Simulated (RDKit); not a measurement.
Input for RDKit: UFF on CH4F2O (a complex), monomers drawn apart or pushed together.

```python
from rdkit import Chem
from rdkit.Chem import AllChem, rdDetermineBonds

blocks = [
'''3

O     0.24599637    0.28892396   -0.05210332
H     0.38210262   -0.47114322   -0.62652152
H    -0.54111725    0.08411645    0.46665587
''',
'''5

F     0.70278965   -0.68678443    3.52931209
C     0.30634513    0.45803913    2.91035086
F    -0.94594462    0.24445587    2.38550052
H     0.98411796    0.67510182    2.08625527
H     0.22865430    1.25222411    3.65332845
''',
]
mol = None
for b in blocks:
    f = Chem.MolFromXYZBlock(b)
    rdDetermineBonds.DetermineBonds(f, charge=0)
    mol = f if mol is None else Chem.CombineMols(mol, f)
Chem.SanitizeMol(mol)
print(Chem.MolToSmiles(Chem.RemoveHs(mol)))
ff = AllChem.UFFGetMoleculeForceField(mol, vdwThresh=100.0, ignoreInterfragInteractions=False)
e = ff.CalcEnergy()
print(f'UFF energy {e:.6f} kcal/mol')
```

It printed:

```
FCF.O
UFF energy 15.381360 kcal/mol
```

The run finished.

Cost: around 0.010 core-seconds (rough).
